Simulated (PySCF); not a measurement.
GeS, neutral, multiplicity 1. Atoms are numbered in the order given.

```xyz
2

Ge     0.0000     0.0000    -0.6762
S      0.0000     0.0000     1.3523
```

The structure is a stationary point at B3LYP-D3(BJ)/def2-TZVP.

Level of theory: TDDFT-B3LYP/def2-TZVPD (PySCF 2.14.0).

Vertical excitations; the highest root listed may be one member of a degenerate set. Isolated molecule, no solvent. State labels are in the subgroup C2v.

**Question.** Estimate the UV-visible absorptions. (An estimate is asked for; the answer gives what the named calculation found.)

**Answer.** 
| state | symmetry | energy (eV) | λ (nm) | f | main pairs |
|---|---|---|---|---|---|
| S1 | A2 | 3.68 | 337 | 0.000 | HOMO−1→LUMO+1 50 %, HOMO→LUMO 50 % |
| S2 | A2 | 3.92 | 316 | 0.000 | HOMO→LUMO, HOMO−1→LUMO+1 (degenerate set) |
| S3 | A1 | 3.92 | 316 | 0.000 | HOMO→LUMO+1, HOMO−1→LUMO (degenerate set) |
| S4 | B2 | 4.14 | 299 | 0.015 | HOMO−2→LUMO+1 (degenerate set) |
| S5 | B1 | 4.14 | 299 | 0.015 | HOMO−2→LUMO (degenerate set) |
| S6 | A1 | 5.63 | 220 | 0.128 | HOMO−1→LUMO 42 %, HOMO→LUMO+1 42 %, HOMO−2→LUMO+2 11 % |
| S7 | B2 | 7.05 | 176 | 0.051 | HOMO→LUMO+2 (degenerate set) |
| S8 | B1 | 7.05 | 176 | 0.051 | HOMO−1→LUMO+2 (degenerate set) |
| S9 | B1 | 7.37 | 168 | 0.103 | HOMO−1→LUMO+3 (degenerate set) |
| S10 | B2 | 7.37 | 168 | 0.103 | HOMO→LUMO+3 (degenerate set) |
| T1 | A1 | 3.01 | 411 | 0 | HOMO−1→LUMO 50 %, HOMO→LUMO+1 50 % |
| T2 | B2 | 3.26 | 380 | 0 | HOMO−2→LUMO+1 (degenerate set) |
| T3 | B1 | 3.26 | 380 | 0 | HOMO−2→LUMO (degenerate set) |
| T4 | A2 | 3.27 | 379 | 0 | HOMO→LUMO 50 %, HOMO−1→LUMO+1 50 % |
Triplets are in the Tamm–Dancoff approximation, which puts them higher than full response would, so one can lie above its singlet here.
